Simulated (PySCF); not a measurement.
Method: core-valence-separated Tamm–Dancoff BHandHLYP/aug-pcX-1 (pcseg-1 on H, def2-SVPD on Si) in PySCF, non-relativistic, gas phase, PBE0-D3(BJ)/def2-SVP geometry. No empirical shift is added; at this level the pattern usually sits a few eV under experiment.

Main lines of an unknown, eV (oscillator strength): C K: 282.8 (0.043), 282.9 (0.048), 283.0 (0.053), 283.3 (0.058), 283.5 (0.059); O K: 532.9 (0.011), 533.4 (0.014), 534.4 (0.005), 534.6 (0.004), 534.7 (0.003). Listed: the first five lines at most of each edge with a tenth or more of its strongest line's intensity; roots within 0.03 eV on the same or equivalent atoms are summed. Only the lowest roots were sought, and the top ones are left out.

**Question.** Which candidate gives them?
A. `[SiH3]Cc1ccoc1`
B. `COC1=CC=C[SiH2]1`
C. `O(C1=C[SiH2]C=C1)C`
D. `C=CO[SiH2]C#CC`

**Answer.** D. 

- `C=CO[SiH2]C#CC`: C K: 282.8 (0.043), 282.9 (0.048), 283.0 (0.053), 283.3 (0.058), 283.5 (0.059); O K: 532.9 (0.011), 533.4 (0.014), 534.4 (0.005), 534.6 (0.004), 534.7 (0.003). First C line listed at 282.8 eV, hole on the alkyne carbon (1s→π*); first O line listed at 532.9 eV, hole on the silyl ether oxygen.
- `COC1=CC=C[SiH2]1`: C K: 282.0 (0.045), 282.5 (0.055), 282.8 (0.041), 283.4 (0.061), 285.2 (0.010); O K: 532.8 (0.014), 534.3 (0.013), 534.7 (0.006), 535.6 (0.004), 536.0 (0.003). First C line listed at 282.0 eV, hole on the alkene CH carbon (1s→π*); first O line listed at 532.8 eV, hole on the ether oxygen.
- `COC1=C[SiH2]C=C1`: C K: 281.8 (0.053), 282.3 (0.036), 282.4 (0.057), 284.2 (0.064), 285.2 (0.007); O K: 532.9 (0.014), 534.5 (0.019), 534.8 (0.003), 535.7 (0.009). First C line listed at 281.8 eV, hole on the alkene CH carbon (1s→π*); first O line listed at 532.9 eV, hole on the ether oxygen.
- `[SiH3]Cc1ccoc1`: C K: 283.7 (0.049), 283.9 (0.062), 284.4 (0.062), 284.5 (0.062), 285.5 (0.009); O K: 532.8 (0.032), 536.2 (0.005), 536.3 (0.006), 536.9 (0.004). First C line listed at 283.7 eV, hole on the aromatic CH carbon (1s→π*); first O line listed at 532.8 eV, hole on the furan-type oxygen.

One conformer each; other structures than these candidates weren't tested.

The values belong to the conformer `[CH2:1]=[CH:2][O:3][SiH2:4][C:5]#[C:6][CH3:7]`: C1–C2–O3–Si4 7°, C2–O3–Si4–C5 -65°.
